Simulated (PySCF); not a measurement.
bis(fluoromethyl)-hydroxysilane (C₂H₆F₂OSi), SMILES O[SiH](CF)CF.

Coordinates come from a ωB97X-D3(BJ)/def2-SVP optimisation. The values are those of a single conformer.

Two levels are set side by side: PBE/def2-TZVP (PySCF) and ωB97X/def2-TZVP (PySCF). Same geometry, gas phase. Differences are taken from unrounded values.

```json
[
 {"quantity": "orbital gap (eV)", "ωB97X": "13.03", "PBE": "5.95", "PBE minus ωB97X": "-7.07"},
 {"quantity": "highest occupied level (eV)", "ωB97X": "-10.64", "PBE": "-6.65", "PBE minus ωB97X": "3.98"},
 {"quantity": "lowest empty level (eV)", "ωB97X": "2.39", "PBE": "-0.70", "PBE minus ωB97X": "-3.09"},
 {"quantity": "dipole moment (D)", "ωB97X": "3.28", "PBE": "3.02", "PBE minus ωB97X": "-0.26"},
 {"quantity": "mean polarisability (bohr³)", "ωB97X": "52.6", "PBE": "55.9", "PBE minus ωB97X": "3.3"}
]
```

PBE's occupied levels lie high since its potential decays too fast outside the molecule; exact exchange lowers them and widens the gap. Loosely held outer electrons make PBE densities more polarisable. Differences between two approximate levels are no errors against the true value.

Rough cost on one machine, each run with all the roots and properties that it gave: ωB97X against PBE within a factor of 2.
